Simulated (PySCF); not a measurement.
ScCl2, SMILES [Sc]([Cl])[Cl] (connectivity only; charge and spin as stated), neutral, multiplicity 2. Atoms are numbered in the order given.

```xyz
3

Sc     0.0000     0.0000     0.5571
Cl     0.0000    -2.1127    -0.3441
Cl     0.0000     2.1127    -0.3441
```
Charge 0, spin multiplicity 2.

Geometry: B3LYP-D3(BJ)/def2-TZVP. The multiplicity is an assumed one; other spin states were not compared. The isomer is the one that the SMILES or the coordinates give; other isomers of the formula were not compared.

Computed with PBE/def2-TZVPD in PySCF.

Mulliken values depend strongly on the basis, most of all with diffuse functions as here. ESP charges are fitted to the potential on shells at 1.4 to 2.0 van der Waals radii. Atomic charges (e):

```tsv
atom	meta-Löwdin	Mulliken	ESP fit	Mulliken spin
Sc1	___	0.83	0.68	1.04
Cl2	___	-0.41	-0.34	-0.02
Cl3	___	-0.41	-0.34	-0.02
```

### Question
Complete the blanks. (An estimate is asked for; the answer gives what the named calculation found.)

### Answer

- Sc1, meta-Löwdin: 0.86
- Cl2, meta-Löwdin: -0.43
- Cl3, meta-Löwdin: -0.43
